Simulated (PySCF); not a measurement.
Bi(Cl)2(OH) (BiCl2HO), SMILES [OH][Bi]([Cl])[Cl]. Atoms are numbered in the order given.

```xyz
5

Bi     0.2800     0.3409     0.0000
Cl    -0.2711    -1.1973    -1.8494
Cl    -0.2711    -1.1973     1.8494
O     -1.4704     1.4411     0.0000
H     -2.2629     0.8863     0.0000
```

Geometry: PBE0-D3(BJ)/def2-SVP. The def2 effective core potentials stand for the cores of Bi; spin–orbit coupling is left out. One conformer was computed; it need not be the lowest.

Method: PySCF with ωB97X/def2-TZVPD.

Symmetry labels are those of the subgroup Cs that the program uses (full group Cs).

Computed valence orbital energies around the gap with their symmetry:
| orbital | symmetry | energy (eV) |
|---|---|---|
| HOMO−7 | A" | -13.41 |
| HOMO−6 | A' | -12.99 |
| HOMO−5 | A' | -12.42 |
| HOMO−4 | A" | -11.95 |
| HOMO−3 | A' | -11.63 |
| HOMO−2 | A" | -11.45 |
| HOMO−1 | A" | -11.35 |
| HOMO | A' | -11.06 |
| LUMO | A' | -0.31 |
| LUMO+1 | A" | -0.06 |
| LUMO+2 | A' | 0.27 |
| LUMO+3 | A' | 1.50 |
